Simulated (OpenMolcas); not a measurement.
## Rh5+ in a point-charge field

Rh5+ among 3 point charges of -3 e arranged as a planar triangle (D3h), 2.34 Å from the ion.
```
   2.3400    0.0000    0.0000  -3.00
  -1.1700    2.0265    0.0000  -3.00
  -1.1700   -2.0265    0.0000  -3.00
```

```json
{"Program": "OpenMolcas", "Method": "SS-CASPT2, IPEA 0.25 Eh, imaginary shift 0.1 Eh (closed shells correlated: 4s 4p)", "Basis": "ANO-RCC-VDZP [6s5p3d1f]", "Scalar Hamiltonian": "DKH2, point nucleus", "Active space": "4 electrons in 5 orbitals (4d)", "State averaging": "2S+1 = 5 even, 5 roots; 2S+1 = 3 even, 45 roots; 2S+1 = 1 even, 50 roots", "Spin-orbit coupling": "state interaction with AMFI integrals over the reference wave functions"}
```

The lowest spin-free states (labels of D3, the rotations of D3h), above the lowest:

```
State  Degeneracy  E (cm-1)  Free-ion L (%)
   5E           2         0         D (100)
   5E           2      8880         D (100)
  5A1           1     11000         D (100)
  3A2           1     21400          H (63)
  3A1           1     21400          H (63)
   3E           2     21580          H (72)
  3A2           1     21590          H (79)
   3E           2     21940          H (74)
   3E           2     22450          H (63)
   3E           2     24070          P (31)
  3A2           1     24160          P (92)
   3E           2     25420          F (74)
  3A2           1     26010          F (83)
  3A1           1     26010          F (83)
  3A1           1     26710          G (73)
   3E           2     27670          G (46)
   3E           2     29500         H (100)
  3A2           1     29790          F (76)
   3E           2     29940          G (68)
  1A1           1     30160          I (92)
```

The lowest levels with spin-orbit coupling:

| E (cm-1) | Degeneracy | Label | 2S+1 | g |
| --- | --- | --- | --- | --- |
| 0 | 1 | A1 | 5 |  |
| 45 | 1 | A2 | 5 |  |
| 1020 | 2 | E | 5 | 0.00 0.00 0.04 |
| 1960 | 2 | E | 5 | 0.00 0.00 4.02 |
| 2870 | 2 |  | 5 | 0.00 0.00 8.00 |
| 3740 | 2 | E | 5 | 0.00 0.00 11.97 |
| 9230 | 1 | A1 | 5 |  |
| 9340 | 2 | E | 5 | 0.00 0.00 4.98 |
| 10570 | 1 | A2 | 5 |  |
| 10630 | 2 | E | 5 | 0.00 0.00 3.12 |
| 10900 | 2 | E | 5 | 0.00 0.00 6.31 |
| 11800 | 2 |  | 5 | 0.00 0.00 9.95 |
| 13440 | 2 | E | 5 | 0.00 0.00 7.61 |
| 13690 | 2 | E | 5 | 0.00 0.00 3.80 |
| 13760 | 1 | A1 | 5 |  |
| 21080 | 2 | E | 3 | 0.00 0.00 2.30 |
| 21440 | 1 | A1 | 3 |  |
| 21690 | 2 | E | 3 | 0.00 0.00 0.99 |
| 22190 | 1 | A1 | 3 |  |
| 22190 | 1 | A2 | 3 |  |

Powder χT (cm3 K/mol): 0.0325 at 2 K, 0.162 at 10 K, 0.491 at 50 K, 0.597 at 100 K, 0.737 at 200 K, 0.863 at 300 K. The effective moment at 300 K is 2.828 √(χT) = 2.63 μB.

The lowest level has 2S+1 = 5, for which the spin-only value is χT = S(S+1) / 2 = 3.000 cm3 K/mol (g = 2). The computed 0.863 at 300 K differs by -2.137, through orbital momentum, spin-orbit coupling and any other state in reach.

Roots that are degenerate in the reference are averaged as groups; the widest CASPT2 spread within a group is 190 cm-1 (the 2-fold group of multiplicity 5 near 0 cm-1 above the lowest state of its run). Shifts and gaps below about the spread of the groups concerned are not significant. An orbital doublet at a regular site is open to a Jahn-Teller distortion, which this geometry leaves out. Point charges give a weaker field than real ligands, and real ions of this kind are as a rule low spin; the high spin found here belongs to the model. Free-ion shares, where given, are those of the reference states; single-state CASPT2 does not remix them. This is an electrostatic model: the charges have no orbitals. No measured value stands beside these numbers.

The CASPT2 steps took 5.7 s on 1 thread of Intel(R) Xeon(R) 6975P-C (Granite Rapids) (shared host); the integral step is not counted.

With an even number of electrons the g values are those of a degenerate or nearly degenerate non-Kramers pair.
